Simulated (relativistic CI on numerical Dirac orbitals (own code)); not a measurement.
## d6 in a ligand field

Computed with a parametric ligand-field model of a d^n configuration (Racah B and C, spin-orbit zeta, crystal field), exact diagonalisation.

Field parameters in Wybourne normalisation: D3d B²₀ = −7Dσ, B⁴₀ = −14Dq − 21Dτ, B⁴₃ = −14√(10/7) Dq; D4h B²₀ = −7Ds, B⁴₀ = 21(Dq − Dt), B⁴₄ = 21√(5/14) Dq; Oh B⁴₀ = 21Dq, B⁴₄ = √(5/14) B⁴₀. The field is a parameter set, without covalency.

**Question.** Ground term and bands for B = 550, C = 2000, ζ = 0 cm⁻¹, D4h, 10Dq = 26950, Ds = -1500, Dt = 550 cm⁻¹?

**Answer.** Ground term 1A1 with 0.02 electrons in the two orbitals of the cubic e set. Spin-allowed: 1E 20453 cm⁻¹ (489 nm), 1A2 25523 cm⁻¹ (392 nm), 1E 27271 cm⁻¹ (367 nm), 1B2 35361 cm⁻¹ (283 nm). Lowest spin-forbidden: 3E 15847 cm⁻¹ (631 nm), 3E 19418 cm⁻¹ (515 nm), 3A2 21097 cm⁻¹ (474 nm).

**Question.** Ground term and bands for B = 380, C = 1350, ζ = 0 cm⁻¹, D4h, 10Dq = 38000, Ds = -630, Dt = 1000 cm⁻¹?

**Answer.** Ground term 1A1 with 0.01 electrons in the two orbitals of the cubic e set. Spin-allowed: 1E 27996 cm⁻¹ (357 nm), 1E 35288 cm⁻¹ (283 nm), 1A2 36885 cm⁻¹ (271 nm), 1B2 39994 cm⁻¹ (250 nm). Lowest spin-forbidden: 3E 25078 cm⁻¹ (399 nm), 3E 29710 cm⁻¹ (337 nm), 3A2 34029 cm⁻¹ (294 nm).

**Question.** Ground term and bands for B = 610, C = 2710, ζ = 0 cm⁻¹, D3d, 10Dq = 17450, Dσ = 1200, Dτ = -350 cm⁻¹?

**Answer.** Ground term 1A1 with 0.09 electrons in the two orbitals of the cubic e set. Spin-allowed: 1A2 14646 cm⁻¹ (683 nm), 1E 14794 cm⁻¹ (676 nm), 1E 21417 cm⁻¹ (467 nm), 1A1 23959 cm⁻¹ (417 nm). Lowest spin-forbidden: 3E 8784 cm⁻¹ (1138 nm), 3A2 8824 cm⁻¹ (1133 nm), 5A1 9126 cm⁻¹ (1096 nm).

**Question.** Ground term and bands for B = 830, C = 4230, ζ = 0 cm⁻¹, Oh, 10Dq = 5500 cm⁻¹?

**Answer.** Ground term 5T2 with 2.00 electrons in the two orbitals of the cubic e set. Spin-allowed: 5E 5500 cm⁻¹ (1818 nm). Lowest spin-forbidden: 3T1 16981 cm⁻¹ (589 nm), 3T2 19162 cm⁻¹ (522 nm), 3T1 21250 cm⁻¹ (471 nm).

**Question.** Ground term and bands for B = 750, C = 3480, ζ = 0 cm⁻¹, D4h, 10Dq = 22600, Ds = 1960, Dt = -760 cm⁻¹?

**Answer.** Ground term 1A1 with 0.04 electrons in the two orbitals of the cubic e set. Spin-allowed: 1A2 20344 cm⁻¹ (492 nm), 1E 26699 cm⁻¹ (375 nm), 1B2 27028 cm⁻¹ (370 nm), 1E 38418 cm⁻¹ (260 nm). Lowest spin-forbidden: 3A2 13051 cm⁻¹ (766 nm), 3B2 14327 cm⁻¹ (698 nm), 3E 19043 cm⁻¹ (525 nm).
